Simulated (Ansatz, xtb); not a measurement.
**Ranking isomers of CH9GaN2**

5 gas-phase structures of CH9GaN2, found in a search over its isomers (lower ones may exist). Each was relaxed with GFN2-xTB:

A. `C[NH2+][GaH2-][NH2]`, a singlet
B. a singlet given by its coordinates
C. `N[CH2][GaH2-][NH3+]`, a singlet
D. a singlet given by its coordinates
E. `C[N@H+](N)[GaH3-]`, a singlet

B (Å):

```yaml
atoms:
  - { symbol: C, position_ang: [-0.3239, 0.5957, -0.7817] }
  - { symbol: Ga, position_ang: [1.4373, -0.3170, -0.4272] }
  - { symbol: N, position_ang: [1.3908, -2.0288, 0.2617] }
  - { symbol: N, position_ang: [2.0251, 0.6487, 1.4625] }
  - { symbol: H, position_ang: [-0.2533, 1.6864, -0.7532] }
  - { symbol: H, position_ang: [-1.0564, 0.2927, -0.0256] }
  - { symbol: H, position_ang: [-0.7481, 0.3334, -1.7546] }
  - { symbol: H, position_ang: [2.7524, 0.0628, -1.1710] }
  - { symbol: H, position_ang: [0.5331, -2.5656, 0.1747] }
  - { symbol: H, position_ang: [2.1543, -2.6807, 0.1152] }
  - { symbol: H, position_ang: [2.8704, 0.1732, 1.7695] }
  - { symbol: H, position_ang: [2.2052, 1.6485, 1.4401] }
  - { symbol: H, position_ang: [1.2977, 0.4608, 2.1486] }
```

Close contacts (Å): C1–Ga2 2.02, Ga2–N3 1.85, Ga2–N4 2.20, C1–H5 1.09, C1–H6 1.10, C1–H7 1.09, Ga2–H8 1.56, N3–H9 1.02, N3–H10 1.01, N4–H11 1.02, N4–H12 1.02, N4–H13 1.02.

D (Å):

```yaml
atoms:
  - { symbol: C, position_ang: [-0.6565, -2.1445, -0.4225] }
  - { symbol: Ga, position_ang: [0.2566, 0.6146, -0.8853] }
  - { symbol: N, position_ang: [-0.9442, -0.7582, -0.7751] }
  - { symbol: N, position_ang: [0.2796, 1.3242, 1.1860] }
  - { symbol: H, position_ang: [-1.3104, -2.4973, 0.3860] }
  - { symbol: H, position_ang: [-0.7732, -2.8267, -1.2721] }
  - { symbol: H, position_ang: [0.3779, -2.2095, -0.0775] }
  - { symbol: H, position_ang: [-1.8499, -0.6949, -1.2280] }
  - { symbol: H, position_ang: [1.7567, 0.2571, -0.9391] }
  - { symbol: H, position_ang: [-0.2804, 1.8927, -1.5537] }
  - { symbol: H, position_ang: [0.5254, 0.5460, 1.7959] }
  - { symbol: H, position_ang: [0.9387, 2.0814, 1.3527] }
  - { symbol: H, position_ang: [-0.6514, 1.6444, 1.4475] }
```

Close contacts (Å): C1–N3 1.46, Ga2–N3 1.83, Ga2–N4 2.19, C1–H5 1.10, C1–H6 1.10, C1–H7 1.09, Ga2–H9 1.54, Ga2–H10 1.54, N3–H8 1.01, N4–H11 1.02, N4–H12 1.02, N4–H13 1.02.

Problem. Estimate their order in r2SCAN-D4/def2-SVP energy at these geometries, lowest first.

Solution. Calculated order at r2SCAN-D4/def2-SVP: B (0.0), A (10.9), D (14.1), C (21.1), E (52.0) kcal/mol.

Energies above the lowest of each column, in kcal/mol; the last columns are at BLYP-D3(BJ)/def2-SVP geometries and were run for some of them only (a dash: not run or not comparable):

```csv
structure,GFN2-xTB,HF/STO-3G,r2SCAN-D4/def2-SVP,BLYP-D3(BJ)/def2-SVP,CCSD(T)/def2-SVP + ΔMP2/def2-TZVPP
B,7.7,0.0,0.0,0.0,0.0
A,0.0,1.9,10.9,9.8,14.1
D,6.2,3.0,14.1,12.3,18.3
C,24.7,19.8,21.1,–,–
E,27.6,35.7,52.0,–,–
```

CCSD(T)/def2-SVP + ΔMP2/def2-TZVPP puts B lowest of those it was run on; GFN2-xTB picks A. Some further structures that were screened fall inside this span and aren't listed. Flexible structures stand in one conformer each, not always the lowest. Frequencies (BLYP-D3(BJ)/def2-SVP) were run for A, B, D alone. The ΔMP2 step shifts differences by up to 5.0 kcal/mol, which makes them less sure. ΔMP2 is the change of the MP2 energy from the smaller to the larger basis.

Over these structures GFN2-xTB departs from r2SCAN-D4/def2-SVP by 9.6 kcal/mol on average once a common shift is removed. A GFN2-xTB relaxation took about 0.53 s and the r2SCAN-D4/def2-SVP energy about 5.4 s on a shared host (Ansatz 0.2.0, xtb 6.7.1).
